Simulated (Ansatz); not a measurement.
**Energy profile**

The step: BNH₄ ([BH2][NH2]) + H₂ → BH₃ + NH₃ (still joined by a long B–N bond); bonds formed: B1–H6, N2–H5; bonds broken: H5–H6; bonds weakened to dative contacts: B1–N2 (atoms numbered as in the saddle structure below).

```
8
angstrom
B -0.0891 -0.6382 -0.1823
N 0.0066 0.7453 0.5563
H 0.7425 -1.4377 0.1406
H -1.2052 -1.0077 -0.4125
H 0.3343 0.5277 -0.7667
H 0.3470 -0.2335 -1.4036
H -0.8555 1.1959 0.8105
H 0.7195 0.8482 1.2578
```

Electronic energies by CCSD(T) at an estimated basis limit (MP2 extrapolated from triple and quadruple zeta, plus CCSD(T) − MP2 in triple zeta), on PBE0-D4/def2-TZVP structures; BNH$_{6}$, closed shell; no counterpoise correction. Computed with Ansatz 0.2.0 (basis: def2-TZVPP and def2-QZVPP); correlated methods freeze the cores. Extrapolation: Hartree–Fock as exp(−7.88 √X), correlation as X^−2.97.

Q: Give the profile in eV, counted from the separated reactants. (Judge from chemistry; the value comes from the calculation.)

A: The calculation gives:
```
                                                                                                   point      eV
separated: BNH$_{4}$ (linked as [BH2][NH2]; B1, N2, H3, H4, H7, H8; singlet) + H$_{2}$ (H5, H6; singlet)   0.000
                                                                                         start structure  -0.014
                                                                                                  saddle   1.732
                                                                                           end structure  -0.007
                      separated: BH$_{3}$ (B1, H3, H4, H6; singlet) + NH$_{3}$ (N2, H5, H7, H8; singlet)   1.351
```

No T1 diagnostic of these runs exceeds 0.014.

For scale, one of the runs: CCSD(T)/def2-TZVPP, 146 basis functions, launched by `ansatz run in.yaml --threads 2 --pin off --events-out ev --progress --plain --max-ram 4352MiB`. Hardware: 2 CPU threads of an Arm Neoverse V2, shared host. Wall time 9 s; peak host memory 0.9 GiB.
